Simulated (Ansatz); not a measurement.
`C[SiH2][SnH3]`, 11 atoms. The species carries charge 0 and has multiplicity 1. Correlated methods include outer-core shells of Sn, which these sets cover unevenly. Sn: def2 effective core potential. All runs use 4 threads of a server CPU on a shared host. Correlated methods freeze the cores.

Question: Give the basis size and wall time and peak host memory of each of these runs in Ansatz. RKS PBE-QIDH (frozen core)/def2-TZVPP energy; RKS r2SCAN0-D4/def2-TZVPP energy; RKS ωB97X-V/def2-TZVPP energy; RKS PBE0-D4/def2-TZVPP energy; RKS ωB97M-V/def2-QZVPP energy; RKS PBE0-D4/def2-TZVP frequencies; RKS PBE0-D4/def2-TZVP relaxation (6 steps); RKS PBE0-D4/def2-QZVPP energy; direct RPA on PBE orbitals/def2-TZVPP energy; RKS PBE0-D4/def2-SVP energy; RHF-MP2/def2-QZVPP energy; RHF-CCSD(T)/def2-SVP energy. (Estimate.)

Answer: Ansatz gave: Other jobs shared the machine, so times are rough.

```tsv
level	job	functions	wall time	peak host memory (GiB)
RKS PBE0-D4/def2-SVP	energy	98	1 s	0.19
RKS PBE0-D4/def2-TZVPP	energy	235	2.4 s	0.54
RHF-CCSD(T)/def2-SVP	energy	98	3.6 s	0.43
RKS r2SCAN0-D4/def2-TZVPP	energy	235	4 s	0.57
direct RPA on PBE orbitals/def2-TZVPP	energy	235	4.2 s	0.53
RKS PBE-QIDH (frozen core)/def2-TZVPP	energy	235	4.5 s	0.58
RKS PBE0-D4/def2-QZVPP	energy	449	6 s	1.4
RKS ωB97X-V/def2-TZVPP	energy	235	7 s	0.68
RHF-MP2/def2-QZVPP	energy	449	14 s	2.4
RKS ωB97M-V/def2-QZVPP	energy	449	14 s	1.8
RKS PBE0-D4/def2-TZVP	relaxation (6 steps)	166	16 s	0.4
RKS PBE0-D4/def2-TZVP	frequencies	166	97 s	0.4
```
